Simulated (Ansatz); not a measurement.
Basis sets compared for SnH(NHtBu)3 (C₁₂H₃₁N₃Sn). Total charge 0; singlet. Geometry PBE-D4/def2-SVP. Ansatz on 2 threads of AMD EPYC 7R13 on a shared host and a share (18 GiB) of an NVIDIA H100 80GB HBM3; times are rough, and most runs start from earlier orbitals.

Cartesian coordinates in Å:
```
Sn -0.475 0.142 -0.146
H -2.055 0.628 -0.622
N -0.129 0.688 1.831
C -0.003 2.094 2.266
C -1.195 2.890 1.713
C -0.047 2.100 3.806
C 1.314 2.740 1.779
H 0.654 0.133 2.203
H -1.182 3.932 2.090
H -1.163 2.944 0.604
H -2.153 2.419 2.011
H -0.992 1.646 4.166
H 0.030 3.131 4.209
H 0.795 1.511 4.225
H 1.349 2.752 0.670
H 2.189 2.166 2.150
H 1.420 3.784 2.140
N 0.947 1.059 -1.357
C 1.104 0.746 -2.791
C -0.272 0.839 -3.469
C 2.046 1.808 -3.389
C 1.693 -0.664 -3.020
H 1.862 1.025 -0.886
H -0.182 0.695 -4.564
H -0.961 0.054 -3.091
H -0.736 1.828 -3.281
H 1.629 2.823 -3.236
H 2.202 1.645 -4.475
H 3.041 1.771 -2.897
H 1.015 -1.438 -2.605
H 2.680 -0.759 -2.519
H 1.844 -0.879 -4.099
N -0.284 -1.922 -0.319
C -1.003 -2.871 0.554
C -2.491 -2.488 0.580
C -0.841 -4.273 -0.065
C -0.450 -2.870 1.997
H 0.715 -2.167 -0.360
H -3.078 -3.229 1.157
H -2.643 -1.501 1.067
H -2.901 -2.437 -0.448
H -1.242 -4.286 -1.097
H -1.369 -5.043 0.534
H 0.230 -4.559 -0.112
H -0.578 -1.869 2.458
H 0.632 -3.120 1.999
H -0.967 -3.615 2.638
```

In the def2 sets Sn takes a core potential; there is no spin–orbit coupling. Single mean-field runs in def2-TZVP are fitted with def2-universal-jkfit.

Binding counts from free atoms (Sn triplet, H doublet, N quartet, C triplet) in the same basis, without a counterpoise term.

| level | functions | energy (Eh) | HOMO (eV) | LUMO (eV) | binding per atom (eV) | wall time |
| --- | --- | --- | --- | --- | --- | --- |
| PBE-D4/def2-SVP | 391 | -853.2044 | -4.86 | -0.70 | 4.10 | 3.7 s |
| PBE0-D4/def2-SVP | 391 | -853.3225 | -6.23 | 0.28 | 4.05 | 6.5 s |

(1) Estimate the rows for PBE-D4/def2-TZVP (with forces), PBE0-D4/def2-TZVP.

Results:

(1) 
| level | functions | energy (Eh) | HOMO (eV) | LUMO (eV) | binding per atom (eV) | wall time |
| --- | --- | --- | --- | --- | --- | --- |
| PBE-D4/def2-TZVP (with forces) | 701 | -853.9160 | -5.03 | -1.01 | 4.07 | 7.5 s |
| PBE0-D4/def2-TZVP | 701 | -854.0171 | -6.34 | -0.09 | 4.01 | 5.5 s |
